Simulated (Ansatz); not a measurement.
CH9BSi2 can be A, `C[SiH2]B[SiH3]`, or B, `B[SiH2]C[SiH3]`.

Gas-phase electronic energies from Ansatz, PBE0-D4/def2-TZVP geometries. CCSD(T)/CBS is the MP2 limit (def2-TZVPP, def2-QZVPP) plus CCSD(T) − MP2 in def2-TZVPP, frozen cores. DFT in def2-TZVPP. B3LYP here is the variant with VWN-RPA as its local correlation; programs differ in this. Each species was taken in one conformer, which may not be the lowest.

A:

```xyz
13

C     0.037    1.553    1.180
Si   -0.036    1.272   -0.673
B     0.161   -0.636   -1.259
Si   -0.078   -2.192   -0.017
H    -0.703    0.936    1.695
H     1.023    1.293    1.574
H    -0.159    2.598    1.427
H     0.937    2.169   -1.361
H    -1.397    1.637   -1.184
H     0.439   -0.851   -2.404
H     1.281   -2.401    0.575
H    -0.495   -3.467   -0.663
H    -1.009   -1.911    1.111
```

B:

Z-matrix (Å, degrees):
```
Si
C 1 1.879
B 1 2.009 2 116.1
H 1 1.497 2 109.2 3 -119.2
H 1 1.493 2 109.2 3 124.8
Si 2 1.871 1 114.3 3 176.2
H 2 1.095 1 108.7 3 54.2
H 2 1.095 1 108.8 3 -61.8
H 3 1.197 1 119.6 2 170.9
H 3 1.197 1 123.2 2 -10.9
H 6 1.488 2 110.1 1 -60.6
H 6 1.489 2 111.4 1 179.2
H 6 1.488 2 110.3 1 59.0
```

Which isomer does CCSD(T)/CBS put lower? Give the gap. (Estimate.)

The calculation gave: B, by 11.2 kJ/mol.

Give E(B) − E(A) in kJ/mol with CCSD/def2-TZVPP, MP2/def2-TZVPP, CCSD(T)/def2-TZVPP, ωB97M-V, PBE-D4, B2PLYP, B3LYP. (Estimate.)

The calculation gave: CCSD/def2-TZVPP -11.8, MP2/def2-TZVPP -18.2, CCSD(T)/def2-TZVPP -11.0, ωB97M-V -13.1, PBE-D4 2.2, B2PLYP -11.0, B3LYP -6.4. The order is the other way round with PBE-D4.

Largest T1 diagnostic: 0.013.

From PBE to PBE0 (25 % exact exchange), in def2-TZVPP and without D4, E(B) − E(A) moves by −5.3 kJ/mol.
